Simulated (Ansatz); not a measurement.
Mulliken charges of CH6O2Si, SMILES `OC[SiH2]O` from PBE/def2-TZVPP in Ansatz (PBE0-D4/def2-TZVP geometry).

```csv
atom,x (Å),y (Å),z (Å),charge (e)
O1,-1.444,1.148,0.183,-0.308
C2,-0.243,0.717,0.811,-0.081
Si3,0.375,-0.873,0.019,0.386
O4,0.330,-0.655,-1.623,-0.379
H5,-1.326,1.070,-0.769,0.189
H6,-0.474,0.557,1.869,0.087
H7,0.529,1.502,0.778,0.075
H8,1.758,-1.195,0.476,-0.093
H9,-0.545,-1.997,0.310,-0.068
H10,1.122,-0.326,-2.050,0.192
```

Problem. By hand: the dipole of these point charges (1 e Å = 4.8032 D).

Solution. Σ q r = (0.321, 0.047, 0.117) e Å, of length 0.345 e Å = 1.66 D.

Problem. How does the dipole of the full density compare? (An estimate is asked.)

Solution. The calculation gave: (0.457, 0.057, -0.136) e Å, 2.31 D; the point charges give 0.72 times that, at 36° from its direction.

Point charges leave out the atoms' own dipoles, such as those of lone pairs, and Mulliken's split depends on the basis, so the two needn't agree.
